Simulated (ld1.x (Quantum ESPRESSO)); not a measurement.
What one change does to a pseudopotential (C (Z = 6), PAW)

```
Element                 : carbon (C)
Generator               : ld1.x (Quantum ESPRESSO) 7.5
Type                    : PAW
Functional              : PBE
Relativity              : scalar-relativistic
Frozen core             : [He]
Valence charge          : 4
Reference configuration : 2s2 2p1 (charge +1)
Partial waves           : 2s (bound): rcut 0.80, rcutus 1.00 bohr; 2s channel at 0.75 Ry: rcut 0.80, rcutus 1.00 bohr; 2p (bound): rcut 1.30, rcutus 1.70 bohr; 2p channel at -0.25 Ry: rcut 1.30, rcutus 1.70 bohr; 3d channel at 0.4 Ry: rcut 1.00, rcutus 1.25 bohr; 3d channel at 1.9 Ry: rcut 1.00, rcutus 1.25 bohr
Local potential         : all-electron potential smoothed inside 1.20 bohr (lloc = -1)
Core correction         : Bessel-smoothed model core inside 0.55 bohr
Augmentation charge     : BESSEL, radius 0.90 bohr
```

Change: all radii but the core radius scaled by about 1.19 (s 1.20, p 2.02, d 1.48 bohr, rcut 0.96/1.54/1.20); local potential all-electron potential smoothed inside 1.42 bohr (lloc = -1); augmentation BESSEL, radius 1.08 bohr.

Cutoffs: the cutoffs (Ry, on a coarse ladder) from which the occupation-weighted sum of valence levels, in a spherical-Bessel basis at the reference potential, stays within 10 and 1 mRy of its value at 400 Ry; they do not see the model core or the augmentation charge, which bear on the density cutoff. Errors are all-electron minus pseudo energies relative to the spin-unpolarised reference configuration.

What does the change do?

The potential gets softer (30 Ry and 40 Ry → 15 Ry and 25 Ry); of the 7 tests that both files solve, the error grows in 2 and shrinks in 2 by more than 15 % and 0.3 meV (median size 0.1 → 0.9 meV); neither file shows a bound ghost. A larger radius leaves more room for a smooth pseudo-wave, so fewer plane waves are needed.

```csv
quantity,base,changed
"cutoff, loose",30 Ry,15 Ry
"cutoff, tight",40 Ry,25 Ry
loose cutoff by channel (10 mRy a level),"s 25 Ry, p 21 Ry","s 8 Ry, p 15 Ry"
bound ghosts,none,none
"error for 2s2 2p2, meV [ΔE -10.86 eV]",-0.1,+0.2
"error for 2s2 2p0, meV [ΔE 24.16 eV]",-1.9,-0.9
"error for 2s1 2p0, meV [ΔE 72.35 eV]",-14,-12
"error for 2s1 2p3, meV [ΔE -2.38 eV]",0.0,+1.6
"error for 2s0 2p4, meV [ΔE 6.11 eV]",+1.4,+1.0
"error for 2s2 2p2.3, meV [ΔE -12.02 eV]",-0.1,+0.5
"error for 2s2 2p1.5, meV [ΔE -6.90 eV]",0.0,+0.1
lowest overlap eigenvalue by channel,"s 0.55, p 0.93, d 0.96","s 0.54, p 0.92, d 0.97"
```
